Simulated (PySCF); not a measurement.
Cartesian coordinates in Å; atom numbers follow the order of the lines, from 1:
```xyz
21

C     4.692   -1.034    0.454
C     3.624   -0.544   -0.156
O     2.409   -0.518    0.444
C     1.355   -0.049   -0.259
C     0.106   -0.049    0.224
Cl   -0.173   -0.702    1.804
C    -1.075    0.397   -0.491
C    -1.013    1.370   -1.401
Si   -2.727   -0.436   -0.048
C    -3.525    0.473    1.414
H     4.628   -1.434    1.449
H     5.647   -1.044   -0.034
H     3.662   -0.139   -1.164
H     1.552    0.317   -1.260
H    -1.891    1.671   -1.946
H    -0.106    1.907   -1.629
H    -2.516   -1.858    0.230
H    -3.578   -0.295   -1.239
H    -2.912    0.414    2.308
H    -4.495    0.046    1.647
H    -3.673    1.524    1.183
```

- GFN2-xTB geometry
- shielding tensors at PBE0/pcSseg-1 (GIAO)
- program: PySCF 2.14.0 with density-fitted response routines
- gas phase, non-relativistic Hamiltonian, equivalent nuclei averaged, single conformer

Shifts are taken against calculated references (same method and geometry level): $^{13}$C (σref 186.93) vs TMS.

Do the $^{13}$C shifts follow the atomic charges (in e)? Tabulate both.

## Answers


```tsv
atoms	hybridisation	δ (ppm)	σ para (ppm)	Hirshfeld	IAO	Mulliken	ESP-fitted
C2	sp2	156.8	-221	+0.03	+0.06	+0.04	+0.15
C7	sp2	152.7	-226	-0.10	-0.26	-0.42	-0.14
C4	sp2	145.0	-214	+0.02	+0.04	+0.31	+0.04
C5	sp2	127.4	-198	-0.02	-0.06	-0.24	-0.05
C8	sp2	126.3	-195	-0.09	-0.30	-0.10	-0.39
C1	sp2	99.0	-166	-0.13	-0.37	-0.19	-0.62
C10	sp3	-1.9	-63	-0.22	-0.71	-0.61	-0.45
```

Correlation coefficients of δ with charge over these carbons: Hirshfeld +0.83, IAO +0.88, Mulliken +0.66, ESP-fitted +0.64; with the paramagnetic shielding -1.00. Among the 6 sp2 carbons alone: Hirshfeld +0.64, IAO +0.66, Mulliken +0.22, ESP-fitted +0.87. With so few points, grouped by hybridisation, these coefficients are fragile. Charge is one influence among several: hybridisation and low-lying excitations act through the paramagnetic term.

Carbons that carry Cl, above all several Cl atoms, come out too deshielded, partly because spin–orbit coupling is missing. Shifts are as computed. Against solution values, carbons near 30 ppm lie about +3 ppm off and those near 130 ppm about +5 ppm; carbons on Cl a further +6 ppm. Of 1309 compounds with measured shifts, 239 miss one by over three times the rms of a fit or turn the order of signals round; such compounds aren't used in these exercises.
